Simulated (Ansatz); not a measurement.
Reactions of Ge2H6O (`[GeH3][O][GeH3]`).

Isolated molecules relaxed with PBE0-D4/def2-TZVP in Ansatz; ΔE leaves out vibrations. CCSD(T)/CBS is the MP2 limit (def2-TZVPP, def2-QZVPP) plus CCSD(T) − MP2 in def2-TZVPP, frozen cores. This one scheme is used for every species, atoms too. Functionals use def2-TZVPP. B3LYP here is the variant with VWN-RPA as its local correlation; programs differ in this. No spin–orbit coupling; open shells (•) take unrestricted orbitals. Bonds to Ge are less sure, by a few kJ/mol each and by 10 to 20 or more in all where they break to atoms, as the def2 sets lack core-valence functions. Scalar relativity is left out up to krypton. Each species was taken in one conformer, which may not be the lowest.

```tsv
reaction	ωB97M-V (kcal/mol)	B3LYP-D4 (kcal/mol)	PBE-D4 (kcal/mol)	r2SCAN-D4 (kcal/mol)	CCSD(T)/CBS(def2) (kcal/mol)
`[GeH3][O][GeH3]` + CH₃SH → `C[S][GeH3]` + `[OH][GeH3]`	-3.1	-3.0	-5.5	-3.8	-3.0
`[GeH3][O][GeH3]` + `[CH3][Ge]([F])([F])[F]` → `[F][Ge]([F])([F])[GeH3]` + `C[O][GeH3]`	23.5	21.4	19.0	23.0	25.3
`[GeH3][O][GeH3]` → `[GeH3]`• + `[O][GeH3]`•	104.1	100.2	101.1	99.5	109.1
`[GeH3][O][GeH3]` → `[GeH2][O][GeH3]`• + H•	87.6	86.6	83.0	85.0	90.7
`[GeH3][O][GeH3]` + `F[CH2][AlH2]` → `F[CH2][AlH][GeH3]` + `[OH][GeH3]`	-0.1	-0.3	-4.4	-1.7	-0.6
`[GeH3][O][GeH3]` + `C[SiH2]SC#N` → `N#C[S][GeH3]` + `C[SiH2][O][GeH3]`	-14.4	-14.8	-13.0	-14.1	-14.2
`[GeH3][O][GeH3]` + `N[SiH](F)Cl` → `F[SiH](Cl)[NH][GeH3]` + `[OH][GeH3]`	4.9	5.3	4.3	5.4	4.7
`[GeH3][O][GeH3]` + `CNCS` → `SC[NH][GeH3]` + `C[O][GeH3]`	11.1	10.2	9.2	10.5	11.2
```

Largest T1 diagnostic: 0.015, for `[O][GeH3]`•.
